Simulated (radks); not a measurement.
The numbers below are computed, except where a source is named.
Task: These are the eigenvalues of the occupied orbitals of an atom or ion with whole-number occupations (hartree). Code: a radial shooting solver on a logarithmic mesh with Libxc functionals. Model: scalar-relativistic Kohn-Sham, BLYP, spin-polarised, spherical densities, finite nucleus; Fermi nuclear charge, rms radius of each element as measured or else 0.836 A^(1/3) + 0.57 fm.

1s up: -3547.267
1s down: -3546.774
2s up: -806.6844
2s down: -806.3253
2p up: -721.6935
2p down: -721.1940
3s up: -324.2898
3s down: -322.7492
3p up: -299.4919

Which element is it, and in what charge state? The configuration may be excited. Open shells, if any, are filled with parallel spins first.

Result: Z = 83, bismuth, charge +68: Bi68+ in [Ne] 3s2 3p3. The list shows which subshells hold electrons but not how many an open one holds; the 1s level, -3547.3 hartree, gives Z - s = 84.2 by -(Z - s)^2/2, which with screening and relativity narrows Z to a few neighbours, and the depths of the outer levels then fix element, charge and occupations together.
